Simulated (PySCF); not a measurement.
Tl³⁺ (thallium, charge +3) across methods

[Xe] 4f14 5d10, closed-shell 1S. Calculation: PySCF 2.14, in x2c-TZVPPall; scalar relativity by spin-free X2C-1e.

```csv
method,E (hartree),mean ε 4f (eV),mean ε 5p (eV),mean ε 5d (eV),Σ⟨r²⟩ (bohr²),⟨S²⟩
r2SCAN,-20247.42,-144.45,-107.83,-44.713,37.47,0.000
M06,-20247.68,-150.00,-110.72,-46.583,37.43,0.000
LDA,-20235.13,-143.83,-106.25,-44.640,37.73,0.000
UHF,-20241.61845,-167.92,-122.90,-51.653,37.31,0.000
BLYP,-20248.50,-143.12,-105.77,-44.179,37.80,0.000
PBE,-20247.42,-143.23,-105.91,-44.327,37.66,0.000
PBE0,-20247.18,-149.73,-110.49,-46.454,37.50,0.000
TPSS,-20246.67,-142.85,-106.23,-44.285,37.58,0.000
```

Spin-orbit coupling, which splits the p, d and f shells strongly at this Z, is absent.
